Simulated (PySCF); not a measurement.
## Field gradients at the hydrogen positions

Indene, C₉H₈.
Numbering: `[CH:1]1=[CH:2][c:3]2[cH:4][cH:5][cH:6][cH:7][c:8]2[CH2:9]1` (hydrogens: H10 on C1; H11 on C2; H12 on C4; H13 on C5; H14 on C6; H15 on C7; H16, H17 on C9)

Cartesian coordinates in Å at the PBE0-D3(BJ)/def2-SVP level; atoms count from 1:
```
atom  x, y, z in Å
C1    -2.3508    0.4218    0.0950
C2    -1.3920    1.3637    0.2045
C3    -0.0767    0.7420    0.0580
C4     1.2092    1.2819    0.0933
C5     2.2993    0.4282   -0.0805
C6     2.1094   -0.9408   -0.2860
C7     0.8214   -1.4842   -0.3218
C8    -0.2671   -0.6402   -0.1496
C9    -1.7411   -0.9299   -0.1386
H10   -3.4261    0.5934    0.1624
H11   -1.5552    2.4290    0.3763
H12    1.3616    2.3520    0.2541
H13    3.3137    0.8337   -0.0555
H14    2.9761   -1.5925   -0.4200
H15    0.6798   -2.5562   -0.4832
H16   -2.0837   -1.3783   -1.0889
H17   -2.0172   -1.6496    0.6534
```

Level: PBE0/pcSseg-1 (PySCF, non-relativistic); Q(2H) = 0.00286 b; rigid geometry, the same for H and D, with no vibrational averaging.

Problem. Tabulate Vzz, the asymmetry η and χzz = 234.96 MHz × Q × Vzz for every hydrogen position.

Solution. 
| atom | bonded to | bond length (Å) | Vzz (au) | η | χzz (kHz) |
| --- | --- | --- | --- | --- | --- |
| H10 | C1 | 1.091 | 0.3105 | 0.06 | 209 |
| H11 | C2 | 1.091 | 0.3091 | 0.05 | 208 |
| H12 | C4 | 1.093 | 0.3048 | 0.07 | 205 |
| H13 | C5 | 1.093 | 0.3047 | 0.07 | 205 |
| H14 | C6 | 1.093 | 0.3052 | 0.07 | 205 |
| H15 | C7 | 1.093 | 0.3037 | 0.07 | 204 |
| H16 | C9 | 1.105 | 0.2853 | 0.02 | 192 |
| H17 | C9 | 1.105 | 0.2853 | 0.02 | 192 |

Problem. Give the 2H NMR doublet splittings at H12 for a magnetic field along the z, y and x axes of the gradient: 3χ/2, 3χ(1 + η)/4, 3χ(1 − η)/4.

Solution. With |χ| = 204.8 kHz and η = 0.069: 307, 164 and 143 kHz, to first order and without motion.

Isolated species at its PBE0-D3(BJ)/def2-SVP geometry, gas phase. The small basis limits the accuracy of the gradients.
